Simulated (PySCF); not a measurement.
Sc(Cl)3, SMILES [Cl][Sc]([Cl])[Cl] (Cl3Sc) at its CAM-B3LYP/def2-SVP optimised geometry (Å):

```
4

Sc    -0.5646     0.0008     0.0000
Cl    -1.6947     1.9580     0.0000
Cl    -1.6908    -1.9580    -0.0043
Cl     1.6947     0.0008     0.0000
```

Computed with CAM-B3LYP/def2-TZVP in PySCF.

Map of the electrostatic potential (hartree/e), clipped to [-0.08, 0.12] on the plane z = 1.2 Å:

```
|                             |
|                             |
|                             |
|                             |
|      .....                  |
|     .:-=-:.  ....           |
|     .-+**=:.......          |
|     .=#%#+----::..          |
|     .=*%#*+++==-:..         |
|     .-+*###%%#*=-:.         |
|     .:=*%@@@@@@*=:..        |
|    .:-+%@@@@@@@%+-::..      |
|   ..:=#@@@@@@@@@*+==-:.     |
|  ..:-+%@@@@@@@@@%*##+-.     |
|  ..:-+@@@@@@@@@@%#%%#=:     |
|  ..:-+%@@@@@@@@@%*##+-.     |
|   ..:=#@@@@@@@@@*+==-:.     |
|    .:-+%@@@@@@@%+-::..      |
|     .:=*%@@@@@@*=:..        |
|     .-+*###%%#*=-:.         |
|     .-*##*+++==-:..         |
|     .=*%#+----::..          |
|     .-+*+=:.......          |
|     .:-=-:.  ....           |
|      .....                  |
|                             |
|                             |
|                             |
|                             |
```
Scale: ten equal steps from -0.010 (start of ' ') to 0.120 (end of '@'), in the order ' .:-=+*#%@'; x runs from -4.00 to 4.00, y from -4.00 (bottom) to 4.00 (top).
